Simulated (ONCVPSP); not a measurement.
# u(r) = r·R(r): atom against pseudo-atom (boron (B))

Columns: radius, all-electron u(r) and pseudo u(r) of the 2p shell (level -3.61 eV) of boron in the configuration [He] 2s2 2p1; PBE, scalar-relativistic, ONCV scheme, ONCVPSP 4.0.1.

```
r (bohr)  all-electron  pseudo
   0.170        0.0670  0.0219
   0.340        0.1886  0.0843
   0.510        0.3095  0.1779
   0.680        0.4118  0.2890
   0.850        0.4920  0.4028
   1.020        0.5526  0.5057
   1.190        0.5938  0.5874
   1.360        0.6175  0.6426
   1.530        0.6268  0.6706
   1.700        0.6247  0.6745
   1.870        0.6137  0.6599
   2.040        0.5962  0.6332
   2.210        0.5741  0.6001
   2.380        0.5489  0.5648
   2.550        0.5217  0.5302
   2.720        0.4936  0.4973
   2.890        0.4652  0.4664
   3.060        0.4371  0.4373
   3.230        0.4096  0.4096
   3.400        0.3830  0.3830
   3.570        0.3575  0.3575
   3.740        0.3332  0.3332
   3.910        0.3102  0.3102
   4.080        0.2884  0.2884
   4.250        0.2679  0.2679
   4.420        0.2486  0.2486
```

(1) How many radial nodes do the two functions have?

(2) At about which radius was the pseudo-wave matched?

(3) Is the pseudo-wave norm-conserving?

Results:

(1) The all-electron 2p function has n − l − 1 = 0; the pseudo-wave has 0.

(2) 3.40 bohr. The columns agree to 0.0005 from 3.06 bohr on; several derivatives are matched, so the curves merge somewhat inside the radius.

(3) Yes: the ONCV scheme keeps the norm inside the radius equal to the all-electron one, which fixes the energy derivative of the logarithmic derivative at the level.
